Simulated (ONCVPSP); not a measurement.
# Pseudopotential generation for cadmium: ONCV, revPBE, scalar-relativistic.

Input for ONCVPSP 4.0.1:

```
# ATOM AND REFERENCE CONFIGURATION
# atsym  z   nc   nv     iexc    psfile
  Cd 48.00    7    3  -102130      upf
#
#   n    l    f
    1    0    2.00
    2    0    2.00
    2    1    6.00
    3    0    2.00
    3    1    6.00
    3    2   10.00
    4    0    2.00
    4    1    6.00
    4    2   10.00
    5    0    2.00
#
# PSEUDOPOTENTIAL AND OPTIMIZATION
# lmax
    2
#
#   l,   rc,      ep,       ncon, nbas, qcut
    0    2.30    0.00    3    5    2.70
    1    0.95    0.00    4    8    8.90
    2    1.55    0.00    4    9   11.20
#
# LOCAL POTENTIAL
# lloc, lpopt,  rc(5),   dvloc0
    4    4    0.75    3.00
#
# VANDERBILT-KLEINMAN-BYLANDER PROJECTORs
# l, nproj, debl
    0    1    2.20
    1    2    2.00
    2    2    0.60
#
# MODEL CORE CHARGE
# icmod, fcfact, rcfact
    2    0.75    1.20
#
# LOG DERIVATIVE ANALYSIS
# epsh1, epsh2, depsh
   -4.00    5.00    0.02
#
# OUTPUT GRID
# rlmax, drl
    6.00    0.01
#
# TEST CONFIGURATIONS
# ncnf
    4
# nvcnf
#   n    l    f
    3
    4    1    6.00
    4    2   10.00
    5    0    1.00
#
    3
    4    1    6.00
    4    2   10.00
    5    0    0.00
#
    3
    4    1    6.00
    4    2    9.00
    5    0    0.00
#
    4
    4    1    6.00
    4    2   10.00
    5    0    1.00
    5    1    1.00
#
```

Command:

```bash
oncvpsp.x < Cd.dat > Cd.out
```

The program printed (shortened: citation, most of the input echo, consistency checks and plot data are left out):

```
ONCVPSP  (Optimized Norm-Conservinng Vanderbilt PSeudopotential)
scalar-relativistic version 4.0.1

#   n    l    f        energy (Ha)
    1    0    2.00    -9.7484236E+02
    2    0    2.00    -1.4472595E+02
    2    1    6.00    -1.2984650E+02
    3    0    2.00    -2.6974475E+01
    3    1    6.00    -2.2094279E+01
    3    2   10.00    -1.4462963E+01
    4    0    2.00    -3.8911584E+00
    4    1    6.00    -2.4596784E+00
    4    2   10.00    -4.2960053E-01
    5    0    2.00    -2.0439454E-01

Reference configufation results
  iterations    26
  all-electron total energy (Ha)   -5.59488145D+03

Begin loop to  construct optimized pseudo wave functions
and semi-local pseudopoentials for all angular momenta

Calculating optimized projector #   1

 for l=   0

    Fraction of norm inside rc  0.327366
    Optimizing pswf for qcut=   2.70 a_B^-1,  ecut=   3.63 Ha
    Residual kinetic energy error=  2.45D-03 Ha

    Energy error per electron        Cutoff
         Ha          eV             Ha
         0.01000     0.27211        2.54
         0.00100     0.02721        6.23
         0.00010     0.00272       10.49
         0.00001     0.00027       21.08

WARNING wellstate: negative energy specified for n= 5 l=  1
WARNING scattering state with energy  0.25000000
WARNING will be used for the first projector

   Wellstate for l =  1  n =  5
     eigenvalue =   0.2500
     asymptotic potential =   0.7500
     half-point radius =  3.4561

Calculating optimized projector #   1

 for l=   1

    Fraction of norm inside rc  0.532109
    Optimizing pswf for qcut=   8.91 a_B^-1,  ecut=  39.66 Ha
    Residual kinetic energy error=  4.87D-03 Ha

    Energy error per electron        Cutoff
         Ha          eV             Ha
         0.01000     0.27211       35.07
         0.00100     0.02721      113.72
         0.00010     0.00272      215.90
         0.00001     0.00027      249.45

Calculating optimized projector #   2

 for l=   1

    Fraction of norm inside rc  0.045356
    Optimizing pswf for qcut=   8.91 a_B^-1,  ecut=  39.66 Ha
    Residual kinetic energy error=  8.10D-04 Ha

    Energy error per electron        Cutoff
         Ha          eV             Ha
         0.01000     0.27211       14.13
         0.00100     0.02721       38.29
         0.00010     0.00272      127.84
         0.00001     0.00027      291.57

   Wellstate for l =  2  n =  5
     eigenvalue =   0.1704
     asymptotic potential =   0.6704
     half-point radius =  9.8432

Calculating optimized projector #   1

 for l=   2

    Fraction of norm inside rc  0.741738
    Optimizing pswf for qcut=  11.20 a_B^-1,  ecut=  62.75 Ha
    Residual kinetic energy error=  9.99D-09 Ha

    Energy error per electron        Cutoff
         Ha          eV             Ha
         0.01000     0.27211       28.75
         0.00100     0.02721       36.95
         0.00010     0.00272       43.94
         0.00001     0.00027       49.92

Calculating optimized projector #   2

 for l=   2

    Fraction of norm inside rc  0.020873
    Optimizing pswf for qcut=  11.20 a_B^-1,  ecut=  62.75 Ha
    Residual kinetic energy error=  4.51D-10 Ha

    Energy error per electron        Cutoff
         Ha          eV             Ha
         0.01000     0.27211       15.80
         0.00100     0.02721       25.62
         0.00010     0.00272       34.38
         0.00001     0.00027       42.07

Construct Vanderbilt / Kleinmman-Bylander projectors

B matrix Hermiticity error, ll=   1
   1   2    4.0785E-04

  Orthonormal projector coefficients  1.6509E+01  4.9425E+00

B matrix Hermiticity error, ll=   2
   1   2    3.0437E-05

  Orthonormal projector coefficients  5.3530E+00  8.9627E-01

Model core correction analysis
  based on d2Exc/dn_idn_j

d2excae - all-electron derivatives

   -2.923141D-02   -2.091091D-02   -1.954490D-03
   -2.091104D-02   -1.978603D-02   -6.658169D-03
   -1.954252D-03   -6.656882D-03   -2.900501D-02

d2excps - pseudofunction derivatives with no core correction

   -3.524134D-02   -2.454896D-02   -1.820139D-03
   -2.454925D-02   -2.201872D-02   -6.967815D-03
   -1.819893D-03   -6.966500D-03   -2.896356D-02

rms 2nd derivative error    2.744806E-03

amplitude prefactor, scale prefactor
    9.8605    1.2175

d2excps - pseudofunction derivatives with core correction

   -3.112783D-02   -2.277202D-02   -1.787529D-03
   -2.277222D-02   -2.127914D-02   -6.960334D-03
   -1.787283D-03   -6.959020D-03   -2.896380D-02

rms 2nd derivative error    1.201553E-03

Pseudoatom total energy -128.713338

Diagnostic tests using Vanderbilt-Kleinman-Bylander pseudopotentials
  1 or more projectors used as specified by nproj input data

   l    rcore       rmatch      e in        delta e   norm test  slope test

   0   2.3002504   2.3700909  -0.2043945   0.0000133   1.0000163   1.0019704

   1   0.9547110   0.9836981  -2.4596784  -0.0000584   1.0002164   1.0002952
   1   0.9547110   0.9836981   0.2500000   0.0000192   1.0005526   1.0005526

   2   1.5592163   1.6065575  -0.4296005   0.0000048   1.0001231   1.0001478
   2   1.5592163   1.6065575   0.1703995   0.0000155   1.0002296   1.0002296

 Testing for bound ghosts
   n   l    E NL Schr. Eq   E Basis Diag.   E Cutoff

       0                      -10.948290      7.27  WARNING - GHOST(-)
   1   0       -0.204381       -0.199374      7.27

   2   1       -2.459737       -2.457277    331.10

   3   2       -0.429596       -0.428334    182.44

 Testing for highly-localized positive-energy ghosts
       l    <radius>/rc     E Basis Diag.   E Cutoff

       0        0.941359        0.711064      7.27  WARNING - GHOST(+)

Test configuration 0

   n   l     f        eae           eps        diff
   1   0  2.0000 -974.84235873
   2   0  2.0000 -144.72595317
   2   1  6.0000 -129.84649584
   3   0  2.0000  -26.97447482
   3   1  6.0000  -22.09427868
   3   2 10.0000  -14.46296329
   4   0  2.0000   -3.89115845
   4   1  6.0000   -2.45967837   -2.45973677   -5.84D-05
   4   2 10.0000   -0.42960053   -0.42959578    4.75D-06
   5   0  2.0000   -0.20439454   -0.20438120    1.33D-05

    Total energies and differences
      AE_ref= -5.59488145D+03  AE_tst= -5.59488145D+03  dif=  0.00D+00
      PS_ref= -1.28713338D+02  PS_tst= -1.28713338D+02  dif= -2.84D-14
      PSP excitation error=  2.84D-14

Test configuration 1

   n   l     f        eae           eps        diff
   1   0  2.0000 -975.16635748
   2   0  2.0000 -145.04646104
   2   1  6.0000 -130.16718870
   3   0  2.0000  -27.29590431
   3   1  6.0000  -22.41569956
   3   2 10.0000  -14.78411083
   4   0  2.0000   -4.21494112
   4   1  6.0000   -2.78413065   -2.78163429    2.50D-03
   4   2 10.0000   -0.75131585   -0.74987131    1.44D-03
   5   0  1.0000   -0.47424765   -0.47450823   -2.61D-04

    Total energies and differences
      AE_ref= -5.59488145D+03  AE_tst= -5.59454527D+03  dif=  3.36D-01
      PS_ref= -1.28713338D+02  PS_tst= -1.28377037D+02  dif=  3.36D-01
      PSP excitation error= -1.21D-04

Test configuration 2

   n   l     f        eae           eps        diff
   1   0  2.0000 -975.53790451
   2   0  2.0000 -145.41279311
   2   1  6.0000 -130.53380236
   3   0  2.0000  -27.66322669
   3   1  6.0000  -22.78300896
   3   2 10.0000  -15.15106127
   4   0  2.0000   -4.58428354
   4   1  6.0000   -3.15385666   -3.14970954    4.15D-03
   4   2 10.0000   -1.11556416   -1.11381402    1.75D-03

    Total energies and differences
      AE_ref= -5.59488145D+03  AE_tst= -5.59392211D+03  dif=  9.59D-01
      PS_ref= -1.28713338D+02  PS_tst= -1.27752836D+02  dif=  9.61D-01
      PSP excitation error= -1.16D-03

Test configuration 3

psatom: WARNING lschvkbb convergence error n,l,iter=   1   0  39
ea(ii),et,emin,emax -8.585033E-01 -8.861238E-01 -8.861238E-01 -8.861238E-01
run_config: WARNING for fully non-local PS atom, stg. 1
 WARNING no output for configuration 4

Test configuration 4

   n   l     f        eae           eps        diff
   1   0  2.0000 -974.91547088
   2   0  2.0000 -144.79711434
   2   1  6.0000 -129.91769754
   3   0  2.0000  -27.04649475
   3   1  6.0000  -22.16628391
   3   2 10.0000  -14.53479420
   4   0  2.0000   -3.96485582
   4   1  6.0000   -2.53369334   -2.53148140    2.21D-03
   4   2 10.0000   -0.50144260   -0.50038253    1.06D-03
   5   0  1.0000   -0.25125776   -0.25159908   -3.41D-04
   5   1  1.0000   -0.07372108   -0.07367134    4.97D-05

    Total energies and differences
      AE_ref= -5.59488145D+03  AE_tst= -5.59471098D+03  dif=  1.70D-01
      PS_ref= -1.28713338D+02  PS_tst= -1.28542671D+02  dif=  1.71D-01
      PSP excitation error= -1.92D-04
```

Note: ghosts flagged at negative energy: s at -297.9 eV; GHOST(+) flagged for s at 19.3 eV. A true bound ghost makes a file unfit for plane-wave use.

The run took about 3.8 s on one core of a shared server CPU.
